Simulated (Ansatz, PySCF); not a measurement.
Reaction (SMILES): Cl[SiH](Cl)C[Si](Cl)(Cl)Cl + C (CH4) + 5 [SiH4] (SiH4) → 2 C[SiH3] [methylsilane] + 5 [SiH3]Cl
Geometries: B3LYP-D3(BJ)/def2-TZVP minima from Ansatz (a first-principles code), one conformer each, not searched for the lowest.

Wanted: bond separation energy (enthalpy at 298 K, with B3LYP-D3(BJ) rigid-rotor harmonic-oscillator terms from PySCF), in kJ/mol. Valence correlation only, unless marked. No spin-orbit coupling. No relativistic terms. CBS marks a two-point X^-3 extrapolation of the correlation energy; Hartree-Fock from the larger set. [CCSD(T)-MP2]/basis is that difference in the basis named.

```
level                                                                 program  bond separation energy (kJ/mol)  minus last row
-------------------------------------------------------------  --------------  -------------------------------  --------------
PBE/def2-TZVPD                                                         Ansatz                             52.0           -13.6
BLYP-D4/def2-TZVPD                                             Ansatz + dftd4                             77.4            11.8
r2SCAN-D4/def2-TZVPD                                           Ansatz + dftd4                             70.3             4.7
B3LYP-D4/def2-TZVPD                                            Ansatz + dftd4                             71.3             5.7
r2SCAN0-D4/def2-TZVPD                                          Ansatz + dftd4                             66.3             0.7
CAM-B3LYP/def2-TZVPD                                                   Ansatz                             41.8           -23.8
B2GP-PLYP-D3(BJ)/def2-TZVPD                                    Ansatz + dftd3                             71.3             5.7
MP2/STO-3G                                                             Ansatz                            -26.8           -92.4
CCSD/aug-cc-pV(T+d)Z                                                   Ansatz                             59.9            -5.7
RI-MP2/CBS(cc-pV(T+d)Z,cc-pV(Q+d)Z)+[CCSD(T)-MP2]/cc-pV(T+d)Z          Ansatz                             65.6             0.0
```
